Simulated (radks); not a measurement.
Results of a calculation; reference values are marked as such.
The antimony ion Sb2+, 49 electrons, occupied as [Kr] 4d10 5s1.75 5p1 6s0.25 (fractional occupations, a model configuration). Level of theory: scalar-relativistic Kohn-Sham, exchange-only PBE, spin-polarised, spherical densities, finite nucleus; open shells are filled with parallel spins first (spin-orbit coupling, left out, can overturn this in heavy ions); Fermi nuclear charge, rms radius 4.6802 fm (a radial shooting solver on a logarithmic mesh with Libxc functionals).

X-ray form factor f0, the Fourier transform of the density (f0(0) = 49):

| sin(theta)/lambda (1/angstrom) | f0 (electrons) |
|---|---|
| 0.05 | 48.245 |
| 0.1 | 46.325 |
| 0.15 | 43.802 |
| 0.2 | 41.035 |
| 0.25 | 38.243 |
| 0.3 | 35.559 |
| 0.4 | 30.739 |
| 0.5 | 26.764 |
| 0.6 | 23.640 |
| 0.8 | 19.419 |
| 1 | 16.674 |
| 1.25 | 13.856 |
| 1.5 | 11.316 |
| 2 | 7.628 |
